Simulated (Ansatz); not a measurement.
CH8GaN, SMILES `C[NH2+][GaH3-]`. The species carries charge 0 and has multiplicity 1. The geometry is a stationary point of PBE0-D4/def2-TZVP.

```xyz
11

C    -0.914   -0.229   -1.048
N    -0.185    0.684   -0.162
Ga    1.098   -0.315    1.219
H    -1.567    0.298   -1.749
H    -1.511   -0.907   -0.439
H    -0.192   -0.825   -1.606
H     0.388    1.326   -0.699
H    -0.830    1.251    0.379
H     0.001   -1.177    1.968
H     2.026   -1.057    0.172
H     1.685    0.951    1.966
```

(1) What is the dipole moment at B3LYP/def2-TZVPP? (An estimate is asked.)

(2) And with PBE, r2SCAN, ωB97M-V? (Estimate.)

(3) Give the Mulliken charges with B3LYP, PBE, ωB97M-V in def2-TZVPP. (Estimate.)

Answers

(1) Ansatz gave: 5.07 D, with components (-3.10, 2.20, -3.35) D in this frame, pointing from negative to positive charge.

(2) The calculation gave: PBE 5.04 D, r2SCAN 5.11 D, ωB97M-V 5.06 D.

(3) Computed: 
```tsv
atom	B3LYP	PBE	ωB97M-V
C1	-0.22	-0.22	-0.27
N2	-0.15	-0.15	-0.16
Ga3	-0.01	-0.10	-0.04
H4	0.11	0.11	0.13
H5	0.13	0.12	0.15
H6	0.13	0.12	0.15
H7	0.15	0.17	0.14
H8	0.15	0.17	0.14
H9	-0.10	-0.08	-0.08
H10	-0.10	-0.08	-0.08
H11	-0.10	-0.07	-0.08
```

B3LYP here is the variant with VWN-RPA as its local correlation; programs differ in this.
